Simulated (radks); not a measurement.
Question: The mean radii <r> (bohr) of the occupied orbitals of an atom or ion are listed with their occupations. Method: scalar-relativistic Kohn-Sham, PBE, spin-unpolarised, spherical densities, point nucleus; computed with a radial shooting solver on a logarithmic mesh with Libxc functionals.

| orbital | occ. | <r> |
|---|---|---|
| 1s | 2 | 0.01658 |
| 2s | 2 | 0.06974 |
| 2p | 6 | 0.06309 |
| 3s | 2 | 0.1769 |
| 3p | 5 | 0.1773 |
| 3d | 10 | 0.1595 |
| 4s | 2 | 0.3490 |
| 4d | 1 | 0.3521 |

Name the element and its charge.

Answer: Z = 80, mercury, charge +50: Hg50+ in [Ne] 3s2 3p5 3d10 4s2 4d1. The 1s radius gives Z: for a bare nucleus <r> = (2 gamma + 1)/(2Z) with gamma = sqrt(1 - (Z/c)^2), 0.0164 bohr for Z = 80, and screening makes it slightly larger (0.01658 here). The occupations add up to 30, and the charge is Z minus that.
